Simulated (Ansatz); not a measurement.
Geometry optimisation, UHF/def2-SVP in Ansatz.

input.yaml

```yaml
crystal:
  periodic: [false, false, false]
  atoms:
    - { symbol: F, position_ang: [0.88693, -1.60192, -0.79196] }
    - { symbol: B, position_ang: [1.03635, -0.35986, -0.36715] }
    - { symbol: Al, position_ang: [-0.76344, 0.49756, 0.3558] }
    - { symbol: Cl, position_ang: [-2.50991, -0.52039, 0.38646] }
    - { symbol: H, position_ang: [2.15034, 0.02961, -0.47459] }
    - { symbol: H, position_ang: [-0.80028, 1.955, 0.89144] }
magnetization:
  spin_polarized: true
basis:
  gaussian: { orbitals: def2-SVP }
hamiltonian:
  xc: hf
relax:
  f_tol: 0.02
  max_steps: 50
```

Run as:

```bash
$ ansatz run input.yaml --threads 1 --pin off --max-ram 2048MiB --backend cpu --events-out ev --progress --plain --runs-dir out
```

**Question.** Where does it end, and by what steps?

**Answer.** It converged. After 8 steps the energy has fallen by 0.172 eV; F1 moved furthest, 0.13 Å.

```
step  energy less start (eV)  largest force component (eV/Å)  accepted
   0                  0.0000                           1.598       yes
   1                 -0.1585                           0.463       yes
   2                 -0.1683                           0.306       yes
   3                 -0.1699                           0.156       yes
   4                 -0.1709                           0.081       yes
   5                 -0.1715                           0.025       yes
   6                 -0.1716                           0.034       yes
   7                 -0.1716                           0.020       yes
   8                 -0.1717                           0.000       yes
```

```xyz
6
Properties=species:S:1:pos:R:3
F 0.984 -1.678 -0.838
B 1.038 -0.439 -0.397
Al -0.753 0.534 0.366
Cl -2.592 -0.516 0.405
H 2.120 0.091 -0.449
H -0.797 2.009 0.913
```

The run took 17 s on 1 thread of Arm Neoverse V1 (shared host), peak memory 0.16 GiB.
